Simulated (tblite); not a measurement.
Species: C6H11N3.
Bonds: C1–C2, C2–C3, C3–C4 (aromatic), C4–C5, C4–N6 (aromatic), N6–N7 (aromatic), N7–N8 (aromatic), N8–C9, C3–N8 (aromatic). Hydrogens: H10, H11, H12 on C1; H13, H14 on C2; H15, H16, H17 on C5; H18, H19, H20 on C9.

Structure optimised with GFN2-xTB, isolated species.

Problem. What internal coordinates does the optimisation give?

Solution. 
```tsv
bond	length (bohr)
C1–C2	2.893
C2–C3	2.807
C3–C4	2.619
C4–C5	2.807
C4–N6	2.548
N6–N7	2.418
N7–N8	2.512
N8–C9	2.706
C3–N8	2.567
C1–H10, C1–H11, C1–H12	2.055
C2–H13, C2–H14	2.065
C5–H15, C5–H16, C5–H17	2.057
C9–H18, C9–H19, C9–H20	2.061
```

Bonds in one row agree within 0.02 bohr and their mean is given. A selection of angles:
```tsv
angle	degrees
C2–C1–H10	110.2
C2–C1–H11	110.9
H10–C1–H11	108.2
H10–C1–H12	108.6
C1–C2–C3	111.2
C1–C2–H13	109.2
C3–C2–H13	108.6
H13–C2–H14	108.2
C2–C3–C4	131.7
C2–C3–N8	124.4
C4–C3–N8	103.9
C3–C4–C5	129.6
C3–C4–N6	107.7
C5–C4–N6	122.7
C4–C5–H15	110.6
C4–C5–H16	109.1
H15–C5–H16	108.8
H15–C5–H17	108.3
C4–N6–N7	109.5
N6–N7–N8	108.9
N7–N8–C9	121.0
C3–N8–N7	110.0
C3–N8–C9	129.0
N8–C9–H18	110.7
N8–C9–H20	107.3
H18–C9–H19	109.1
```

Dihedral angles: C1–C2–C3–C4 -90°. The mirror-image conformer, all signs reversed, is as good.

The C–C distances run from 1.386 Å (C3–C4, aromatic) to 1.531 Å (C1–C2, drawn single), a spread of 0.145 Å. The 3 C–N bonds span 1.349 Å (C4–N6, aromatic) to 1.432 Å (N8–C9, drawn single), a spread of 0.083 Å. Of the pairs four or more bonds apart, C9···H14 is among the closest relative to their van der Waals radii: 2.81 Å, 97 % of the sum of Bondi's values. N8 (pyrrole-type nitrogen) is planar (angles 129.0°, 121.0° and 110.0°, sum 360.0°, 0.01 Å off the plane of its three neighbours). The N–N distances run from 1.280 Å (N6–N7, aromatic) to 1.329 Å (N7–N8, aromatic), a spread of 0.049 Å. The 5-membered ring C3–C4–N6–N7–N8 has internal angles of 103.9° to 110.0° (sum 540°, against 540° for a flat polygon); it is planar, 0.00 Å rms from its mean plane, widest ring torsion 0°.

Point group: C1 (no symmetry element, even within 0.4 Å). Its GFN2-xTB frequencies are all real (lowest 52 cm⁻¹). One conformer, not necessarily the lowest.

Time: 1.1 s of wall time. Hardware: one thread, Arm Neoverse V1 (aarch64), no GPU, shared host with 64 logical CPUs at a one-minute load of 36. That covers the optimisation of the geometry.

These are computed values.
